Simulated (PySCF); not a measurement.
## Vibration and rotation of As₂

PBE0 constants of As₂, ¹Σg⁺ (singlet), closed shell (PySCF, scalar-relativistic core potentials, basis sets As cc-pVTZ-PP with ECP10; masses 74.9216 and 74.9216 u):

```
ωe              : 462.4 cm⁻¹
ωexe            : 0.807 cm⁻¹
Be              : 0.10336 cm⁻¹
αe              : 0.000266 cm⁻¹
D (centrifugal) : 2.07e-08 cm⁻¹
De to As + As   : 3.67 eV
```

(1) Give the vibrational terms G(v) and spacings up to v = 6.

Results:

(1) G(v) = ωe(v+½) − ωexe(v+½)².

```json
{"v": "0", "G(v) (cm⁻¹)": "231.0", "G(v) − G(v−1)": "", "Bv (cm⁻¹)": "0.1032"}
{"v": "1", "G(v) (cm⁻¹)": "691.8", "G(v) − G(v−1)": "460.8", "Bv (cm⁻¹)": "0.1030"}
{"v": "2", "G(v) (cm⁻¹)": "1151.0", "G(v) − G(v−1)": "459.2", "Bv (cm⁻¹)": "0.1027"}
{"v": "3", "G(v) (cm⁻¹)": "1608.5", "G(v) − G(v−1)": "457.6", "Bv (cm⁻¹)": "0.1024"}
{"v": "4", "G(v) (cm⁻¹)": "2064.5", "G(v) − G(v−1)": "455.9", "Bv (cm⁻¹)": "0.1022"}
{"v": "5", "G(v) (cm⁻¹)": "2518.8", "G(v) − G(v−1)": "454.3", "Bv (cm⁻¹)": "0.1019"}
{"v": "6", "G(v) (cm⁻¹)": "2971.5", "G(v) − G(v−1)": "452.7", "Bv (cm⁻¹)": "0.1016"}
```
